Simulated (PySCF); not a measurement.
H7NO2Si2, SMILES O[Si](O)([SiH3])N.

Geometry: r2SCAN-D4/def2-SVP. This is a generated structure with no PubChem entry under its InChIKey; it may be hypothetical. One conformer was computed; it need not be the lowest.

Level of theory: r2SCAN-D4/def2-SVP in PySCF.

Frequencies are harmonic and unscaled.

```json
[
 {"mode": "1", "ν (cm⁻¹)": "106", "IR (km/mol)": "1.0", "Raman (Å⁴/amu)": "0.0", "depolarisation": "–", "moving atoms (share of kinetic energy)": "H 94 %"},
 {"mode": "2", "ν (cm⁻¹)": "123", "IR (km/mol)": "2.1", "Raman (Å⁴/amu)": "0.6", "depolarisation": "0.70", "moving atoms (share of kinetic energy)": "N 34 %, H 24 %, Si 22 %, O 21 %"},
 {"mode": "3", "ν (cm⁻¹)": "133", "IR (km/mol)": "0.4", "Raman (Å⁴/amu)": "0.6", "depolarisation": "0.75", "moving atoms (share of kinetic energy)": "O 57 %, H 21 %, Si 20 %"},
 {"mode": "4", "ν (cm⁻¹)": "174", "IR (km/mol)": "5.5", "Raman (Å⁴/amu)": "0.8", "depolarisation": "0.75", "moving atoms (share of kinetic energy)": "H 92 %"},
 {"mode": "5", "ν (cm⁻¹)": "242", "IR (km/mol)": "0.1", "Raman (Å⁴/amu)": "1.1", "depolarisation": "0.75", "moving atoms (share of kinetic energy)": "H 49 %, O 26 %, N 14 %, Si 11 %"},
 {"mode": "6", "ν (cm⁻¹)": "260", "IR (km/mol)": "38.5", "Raman (Å⁴/amu)": "4.1", "depolarisation": "0.61", "moving atoms (share of kinetic energy)": "H 41 %, O 26 %, Si 18 %, N 14 %"},
 {"mode": "7", "ν (cm⁻¹)": "281", "IR (km/mol)": "16.4", "Raman (Å⁴/amu)": "5.6", "depolarisation": "0.51", "moving atoms (share of kinetic energy)": "O 39 %, Si 36 %, H 20 %"},
 {"mode": "8", "ν (cm⁻¹)": "361", "IR (km/mol)": "170.1", "Raman (Å⁴/amu)": "1.6", "depolarisation": "0.71", "moving atoms (share of kinetic energy)": "H 58 %, O 35 %"},
 {"mode": "9", "ν (cm⁻¹)": "385", "IR (km/mol)": "86.8", "Raman (Å⁴/amu)": "1.7", "depolarisation": "0.75", "moving atoms (share of kinetic energy)": "H 79 %, N 10 %, O 10 %"},
 {"mode": "10", "ν (cm⁻¹)": "452", "IR (km/mol)": "21.7", "Raman (Å⁴/amu)": "9.6", "depolarisation": "0.05", "moving atoms (share of kinetic energy)": "Si 46 %, H 39 %, N 9 %"},
 {"mode": "11", "ν (cm⁻¹)": "486", "IR (km/mol)": "252.6", "Raman (Å⁴/amu)": "3.2", "depolarisation": "0.25", "moving atoms (share of kinetic energy)": "H 64 %, Si 19 %, N 14 %"},
 {"mode": "12", "ν (cm⁻¹)": "518", "IR (km/mol)": "36.6", "Raman (Å⁴/amu)": "4.9", "depolarisation": "0.75", "moving atoms (share of kinetic energy)": "H 82 %, Si 15 %"},
 {"mode": "13", "ν (cm⁻¹)": "518", "IR (km/mol)": "26.1", "Raman (Å⁴/amu)": "13.1", "depolarisation": "0.67", "moving atoms (share of kinetic energy)": "H 74 %, Si 15 %"},
 {"mode": "14", "ν (cm⁻¹)": "751", "IR (km/mol)": "127.1", "Raman (Å⁴/amu)": "6.3", "depolarisation": "0.17", "moving atoms (share of kinetic energy)": "O 51 %, N 22 %, H 20 %"},
 {"mode": "15", "ν (cm⁻¹)": "762", "IR (km/mol)": "182.1", "Raman (Å⁴/amu)": "3.5", "depolarisation": "0.75", "moving atoms (share of kinetic energy)": "H 90 %, O 8 %"},
 {"mode": "16", "ν (cm⁻¹)": "799", "IR (km/mol)": "30.8", "Raman (Å⁴/amu)": "0.7", "depolarisation": "0.75", "moving atoms (share of kinetic energy)": "H 62 %, O 22 %, N 14 %"},
 {"mode": "17", "ν (cm⁻¹)": "848", "IR (km/mol)": "251.0", "Raman (Å⁴/amu)": "4.5", "depolarisation": "0.73", "moving atoms (share of kinetic energy)": "H 83 %, Si 11 %"},
 {"mode": "18", "ν (cm⁻¹)": "874", "IR (km/mol)": "114.9", "Raman (Å⁴/amu)": "4.8", "depolarisation": "0.64", "moving atoms (share of kinetic energy)": "Si 42 %, N 28 %, O 16 %, H 13 %"},
 {"mode": "19", "ν (cm⁻¹)": "900", "IR (km/mol)": "3.3", "Raman (Å⁴/amu)": "1.3", "depolarisation": "0.51", "moving atoms (share of kinetic energy)": "H 64 %, Si 23 %, O 12 %"},
 {"mode": "20", "ν (cm⁻¹)": "928", "IR (km/mol)": "0.2", "Raman (Å⁴/amu)": "22.0", "depolarisation": "0.75", "moving atoms (share of kinetic energy)": "H 84 %, Si 9 %"},
 {"mode": "21", "ν (cm⁻¹)": "937", "IR (km/mol)": "65.3", "Raman (Å⁴/amu)": "26.8", "depolarisation": "0.74", "moving atoms (share of kinetic energy)": "H 95 %"},
 {"mode": "22", "ν (cm⁻¹)": "957", "IR (km/mol)": "173.4", "Raman (Å⁴/amu)": "6.0", "depolarisation": "0.75", "moving atoms (share of kinetic energy)": "Si 40 %, O 29 %, H 29 %"},
 {"mode": "23", "ν (cm⁻¹)": "1546", "IR (km/mol)": "53.0", "Raman (Å⁴/amu)": "5.9", "depolarisation": "0.69", "moving atoms (share of kinetic energy)": "H 89 %, N 10 %"},
 {"mode": "24", "ν (cm⁻¹)": "2203", "IR (km/mol)": "59.9", "Raman (Å⁴/amu)": "205.5", "depolarisation": "0.03", "moving atoms (share of kinetic energy)": "H 98 %"},
 {"mode": "25", "ν (cm⁻¹)": "2208", "IR (km/mol)": "106.3", "Raman (Å⁴/amu)": "101.5", "depolarisation": "0.75", "moving atoms (share of kinetic energy)": "H 96 %"},
 {"mode": "26", "ν (cm⁻¹)": "2218", "IR (km/mol)": "96.4", "Raman (Å⁴/amu)": "154.9", "depolarisation": "0.49", "moving atoms (share of kinetic energy)": "H 96 %"},
 {"mode": "27", "ν (cm⁻¹)": "3560", "IR (km/mol)": "27.9", "Raman (Å⁴/amu)": "127.9", "depolarisation": "0.10", "moving atoms (share of kinetic energy)": "H 96 %"},
 {"mode": "28", "ν (cm⁻¹)": "3656", "IR (km/mol)": "24.5", "Raman (Å⁴/amu)": "72.2", "depolarisation": "0.75", "moving atoms (share of kinetic energy)": "H 91 %, N 9 %"},
 {"mode": "29", "ν (cm⁻¹)": "3847", "IR (km/mol)": "22.7", "Raman (Å⁴/amu)": "127.6", "depolarisation": "0.75", "moving atoms (share of kinetic energy)": "H 94 %"},
 {"mode": "30", "ν (cm⁻¹)": "3849", "IR (km/mol)": "88.8", "Raman (Å⁴/amu)": "316.1", "depolarisation": "0.18", "moving atoms (share of kinetic energy)": "H 94 %"}
]
```
